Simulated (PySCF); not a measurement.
# P²⁺ (phosphorus, charge +2) across methods

[Ne] 3s1 3p1 4s1, high-spin 4P determinant (an excited configuration). Calculation: PySCF 2.14, in dyall-av3z (19s12p3d2f, 84 functions); the non-relativistic Hamiltonian (point nucleus). The B2PLYP total includes its PT2 part (frozen core); its orbital energies are those of the SCF part.

```tsv
method	E (hartree)	mean ε 3s α (eV)	mean ε 3p α (eV)	mean ε 4s α (eV)	Σ⟨r²⟩ (bohr²)	⟨S²⟩
UHF	-338.87057	-46.704	-35.645	-15.405	28.31	3.750
PBE0	-339.2085	-41.741	-31.546	-14.210	27.43	3.750
TPSSh	-339.3491	-40.754	-30.760	-13.845	27.38	3.750
r2SCAN	-339.3104	-40.441	-30.490	-13.616	27.61	3.750
BP86	-339.3641	-40.005	-30.075	-13.795	27.07	3.750
CAM-B3LYP	-339.3359	-43.257	-32.898	-14.934	27.50	3.750
B2PLYP	-339.2204	-43.500	-32.935	-14.514	27.78	3.750
LDA	-338.0618	-39.984	-29.918	-13.754	27.11	3.750
```

**Question.** Estimate the same row for PBE.

**Answer.** E (hartree) = -339.1795; mean ε 3s α (eV) = -39.928; mean ε 3p α (eV) = -30.040; mean ε 4s α (eV) = -13.693; Σ⟨r²⟩ (bohr²) = 27.26; ⟨S²⟩ = 3.750.

The outer electron is Rydberg-like, and this basis confines it to a smaller radius and binds it less than a complete one would.
